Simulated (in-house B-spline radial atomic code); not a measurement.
Whole-atom quantities along the 27-electron series, configuration 1s2 2s2 2p6 3s2 3p6 3d3/2(4) 3d5/2(5). Breit and QED terms are first order and not part of the total energy; the density at the nucleus is averaged over the nuclear charge. Computed with a B-spline radial code for spherical atoms: Dirac-Hartree-Fock, jj configuration that fills j = l - 1/2 first, finite nuclei.

| ion | Z | E/Z² (Eh) | Σ<r²> (bohr²) | n(0)/Z³ (bohr⁻³) | Lamb diamagnetic shielding (ppm) | repulsion over attraction | Breit energy (eV) | self-energy (eV) | vacuum polarisation (eV) |
| --- | --- | --- | --- | --- | --- | --- | --- | --- | --- |
| Ni+ | 28 | -1.9376 | 19.152 | 0.87946 | 2314.37 | 0.16083 | 16.321 | 11.99 | -1.0507 |
| Cu2+ | 29 | -1.965 | 15.036 | 0.89561 | 2425.52 | 0.15845 | 18.396 | 13.547 | -1.2112 |
| Zn3+ | 30 | -1.9915 | 12.437 | 0.91311 | 2536.31 | 0.15574 | 20.653 | 15.241 | -1.3899 |
| Ga4+ | 31 | -2.017 | 10.589 | 0.931 | 2647.04 | 0.15284 | 23.099 | 17.081 | -1.5881 |
| Ge5+ | 32 | -2.0416 | 9.1875 | 0.94944 | 2757.87 | 0.14988 | 25.742 | 19.074 | -1.8072 |
| As6+ | 33 | -2.0653 | 8.0808 | 0.96942 | 2868.91 | 0.14689 | 28.589 | 21.226 | -2.0489 |
| Se7+ | 34 | -2.0881 | 7.1822 | 0.98988 | 2980.22 | 0.14392 | 31.648 | 23.546 | -2.3148 |
| Br8+ | 35 | -2.1101 | 6.4376 | 1.0115 | 3091.85 | 0.14098 | 34.928 | 26.042 | -2.6065 |
| Kr9+ | 36 | -2.1313 | 5.8107 | 1.034 | 3203.84 | 0.1381 | 38.437 | 28.721 | -2.926 |
| Rb10+ | 37 | -2.1518 | 5.2762 | 1.0576 | 3316.23 | 0.13528 | 42.183 | 31.592 | -3.275 |
| Sr11+ | 38 | -2.1717 | 4.8157 | 1.0821 | 3429.05 | 0.13252 | 46.174 | 34.662 | -3.6556 |
| Zr13+ | 40 | -2.2094 | 4.0645 | 1.1342 | 3656.1 | 0.12723 | 54.925 | 41.439 | -4.5199 |
| Nb14+ | 41 | -2.2274 | 3.755 | 1.161 | 3770.37 | 0.1247 | 59.703 | 45.163 | -5.008 |
| Mo15+ | 42 | -2.2448 | 3.4805 | 1.1879 | 3885.18 | 0.12223 | 64.76 | 49.122 | -5.5366 |
| Tc16+ | 43 | -2.2617 | 3.2355 | 1.2185 | 4000.55 | 0.11984 | 70.105 | 53.328 | -6.1085 |
| Ru17+ | 44 | -2.2782 | 3.016 | 1.2481 | 4116.5 | 0.11752 | 75.747 | 57.79 | -6.7259 |
| Rh18+ | 45 | -2.2942 | 2.8183 | 1.2809 | 4233.07 | 0.11527 | 81.696 | 62.518 | -7.3922 |
| Pd19+ | 46 | -2.3098 | 2.6397 | 1.3142 | 4350.28 | 0.11309 | 87.959 | 67.523 | -8.1099 |
| Ag20+ | 47 | -2.325 | 2.4776 | 1.3498 | 4468.14 | 0.11097 | 94.547 | 72.816 | -8.8824 |
| Cd21+ | 48 | -2.3398 | 2.33 | 1.3849 | 4586.69 | 0.10892 | 101.47 | 78.409 | -9.7125 |
| In22+ | 49 | -2.3543 | 2.1953 | 1.4239 | 4705.96 | 0.10692 | 108.73 | 84.312 | -10.604 |
| Sn23+ | 50 | -2.3685 | 2.0718 | 1.4633 | 4825.97 | 0.10499 | 116.35 | 90.539 | -11.561 |

With what power of Z does the column «Σ<r²> (bohr²)» change over this range?

A fit of the logarithm of its size against log Z from Z = 28 to 50 has slope -3.62. Unscreened non-relativistic hydrogenic orbitals would give -2.
